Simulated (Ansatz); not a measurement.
CoO: shapes and states compared

Computed with Ansatz's Gaussian-basis code (development build). Basis cc-pwCVTZ-DK on Co, cc-pVTZ-DK on O, scalar X2C without spin–orbit coupling, 6 orbitals frozen in the corrections; active space CAS(13,9). Restricted Hartree–Fock, then the lowest state-specific CASSCF solution met for each case. Single-reference values can break down or jump between states where bonds are stretched. Solutions in different active orbitals can move differences by tenths of an eV and at times more than 1 eV. The orbital stability of a CASSCF solution shown is undecided.

Case A, doublet: bond length 1.6290 Å.

Case B, quartet: the shape of A.

Energy less that of case A, in eV:

| case | RHF/ROHF | CASSCF |
| --- | --- | --- |
| B | -2.648 | -0.871 |

Problem. Give the SC-NEVPT2 energies against case A.

Solution. B: -1.020 eV (-23.5 kcal/mol).

Problem. Which case is lowest, and do the methods agree?

Solution. B is lowest in SC-NEVPT2. Of the methods shown, RHF/ROHF, CASSCF agree.
